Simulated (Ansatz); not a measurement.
Task: Name a neutral molecule of C, Ge, O, Si and H with HOMO–LUMO gap (PBE/def2-TZVPP) between 4.60 and 4.90 eV and HOMO energy (B3LYP/def2-TZVPP) between -6.50 and -6.20 eV (Ansatz, PBE0-D4/def2-TZVP geometry).

Result: `C[O][Ge]([O]C)([Si](C)(C)C)[Si](C)(C)C` (4.72 eV, -6.30 eV). Other molecules can fit too; these were computed, each in one conformer that needn't be the lowest.

B3LYP here is the variant with VWN-RPA as its local correlation; programs differ in this.
